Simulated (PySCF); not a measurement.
Method: core-valence-separated Tamm–Dancoff BHandHLYP/aug-pcX-1 (pcseg-1 on H, def2-SVPD on Si) in PySCF, non-relativistic, gas phase, PBE0-D3(BJ)/def2-SVP geometry. No empirical shift is added; at this level the pattern usually sits a few eV under experiment.

Main lines of an unknown, eV (oscillator strength): C K: 282.2 (0.062), 286.6 (0.016), 287.3 (0.008), 287.9 (0.017); N K: 395.5 (0.061), 399.0 (0.008), 399.7 (0.026), 400.1 (0.064), 400.2 (0.013). Listed: the first five lines at most of each edge with a tenth or more of its strongest line's intensity; roots within 0.03 eV on the same or equivalent atoms are summed. Only the lowest roots were sought, and the top ones are left out.

Question: Which candidate gives them?
A. `C=N[SiH](N)N`
B. `[H]/N=C\[SiH](N)N`

Answer: B. 

- `[H]/N=C\[SiH](N)N`: C K: 282.2 (0.062), 286.6 (0.016), 287.3 (0.008), 287.9 (0.017); N K: 395.5 (0.061), 399.0 (0.008), 399.7 (0.026), 400.1 (0.064), 400.2 (0.013). First C line listed at 282.2 eV, hole on the C=N carbon (1s→π*); first N line listed at 395.5 eV, hole on the C=N nitrogen.
- `C=N[SiH](N)N`: C K: 282.6 (0.069), 287.0 (0.009), 287.7 (0.030), 288.4 (0.007); N K: 395.4 (0.056), 398.9 (0.008), 399.0 (0.007), 399.8 (0.017), 399.8 (0.008). First C line listed at 282.6 eV, hole on the C=N carbon (1s→π*); first N line listed at 395.4 eV, hole on the C=N nitrogen.

One conformer each; other structures than these candidates weren't tested.

Conformer computed: `[H]/[N:1]=[CH:2]\[SiH:3]([NH2:4])[NH2:5]`: N1–C2–Si3–N4 22°, H–N4–Si3–C2 -163°, H–N4–Si3–C2 57°, H–N5–Si3–C2 45°, H–N5–Si3–C2 -102°.
